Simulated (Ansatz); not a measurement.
Input for Ansatz (a quantum-chemistry and plane-wave program): R-PBE/def2-TZVPP on BH5OSi (SMILES OB[SiH3]).

Ansatz 0.2 input:
```yaml
crystal:
  periodic: [false, false, false]
  atoms:
    - {symbol: O, position_ang: [1.78041739, -0.34824882, -0.26049769]}
    - {symbol: B, position_ang: [0.73948160, 0.40955974, 0.15889068]}
    - {symbol: Si, position_ang: [-1.15093308, -0.28246624, -0.07632514]}
    - {symbol: H, position_ang: [2.64620154, 0.05072572, -0.11310594]}
    - {symbol: H, position_ang: [0.95977341, 1.47791419, 0.66269073]}
    - {symbol: H, position_ang: [-1.82275065, -0.36235062, 1.24832768]}
    - {symbol: H, position_ang: [-1.93456100, 0.67409250, -0.90299247]}
    - {symbol: H, position_ang: [-1.21762922, -1.61922648, -0.71698784]}
basis:
  gaussian:
    orbitals: def2-TZVPP
hamiltonian:
  xc: {name: PBE}
scf: {lower_state_search: off}
```

Program output:

```
WARN ansatz: RAYON_NUM_THREADS=1 ignored (pool sized by the plan → 1); use --threads N
Functional definition: PBE
these checks for a lower state are left out or cut short: stability, starts, cluster_reference, orbital_swaps, neighbouring_geometries, increment
integrals: 0.07 GiB planned
903 factors; their error is unknown
mean field: 0.55 GiB planned
mean field evaluation 1: about -10671.0635 eV, gradient 5.5e1 eV
mean field evaluation 2: about -10649.7226 eV, gradient 1.2e2 eV
mean field evaluation 4: about -10676.6130 eV, gradient 6.1e0 eV
mean field evaluation 8: about -10676.6989 eV, gradient 2.9e-1 eV
mean field evaluation 16: about -10676.6990 eV, gradient 4.4e-6 eV
mean field -10676.69901810 eV, -392.3614519885 hartree, gradient 8.1e-7 eV, S^2 0.000000; 0 other end points of the search recorded, 0 dependent functions left out
reference -10676.69906057 eV, -392.3614535493 hartree; 16, 16 occupied and 158, 158 virtual orbitals, 903 factors
Total energy: -10676.69906057 eV, -392.3614535493 hartree
Checks for a lower state left out: stability, starts, cluster_reference, orbital_swaps, neighbouring_geometries, increment
```

Self-consistency was reached.

Cost: about 1.0 core-seconds (a rough figure).
